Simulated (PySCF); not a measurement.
# Molecular orbitals of InSb

r²SCAN at R = 2.967 Å; PySCF, scalar-relativistic core potentials, basis sets In def2-SVP with ECP28, Sb def2-SVP with ECP28. State: ³Σ⁻ (triplet), unpaired electrons π ↑↑. Only the outer orbitals are listed, counted within each symmetry, core potentials removing the inner ones.

| spin | orbital | occ. | ε (eV) | on In (%) | main shells (%) |
| --- | --- | --- | --- | --- | --- |
| α | 7σ | 1 | -13.43 | 6 | 93 Sb s |
| α | 8σ | 1 | -8.68 | 83 | 83 In s, 11 Sb p |
| α | 5π | 1 | -5.42 | 8 | 92 Sb p |
| α | 5π | 1 | -5.42 | 8 | 92 Sb p |
| α | 9σ | 1 | -4.72 | 37 | 62 Sb p, 27 In p, 10 In s |
| α | 6π | 0 | -2.27 | 92 | 92 In p |
| α | 6π | 0 | -2.27 | 92 | 92 In p |
| α | 10σ | 0 | -0.15 | 79 | 77 In p, 22 Sb p |
| β | 7σ | 1 | -11.87 | 14 | 85 Sb s, 10 In s |
| β | 8σ | 1 | -8.45 | 80 | 80 In s, 10 Sb s, 9 Sb p |
| β | 9σ | 1 | -4.34 | 43 | 56 Sb p, 36 In p |
| β | 5π | 0 | -3.44 | 34 | 65 Sb p, 34 In p |
| β | 5π | 0 | -3.44 | 34 | 65 Sb p, 34 In p |
| β | 6π | 0 | -1.75 | 66 | 66 In p, 33 Sb p |

Q: Which are the highest filled and the lowest empty level, where do they sit, and how wide is the gap?

A: Highest filled β 9σ at -4.34 eV (in %: 56 Sb p, 36 In p); lowest empty β 5π at -3.44 eV (in %: 65 Sb p, 34 In p); the gap at r²SCAN is 0.90 eV.

- bond order (Mayer): 1.13
- ⟨S²⟩: 2.011
- charge on In (Mulliken, basis-dependent): 0.22
- charge on In (Löwdin, basis-dependent): 0.09
- dipole moment (positive dipole means In(−)Sb(+)): -1.92 D

Spin–orbit coupling is left out. The state was picked by a PBE0 search and need not be the measured ground state.
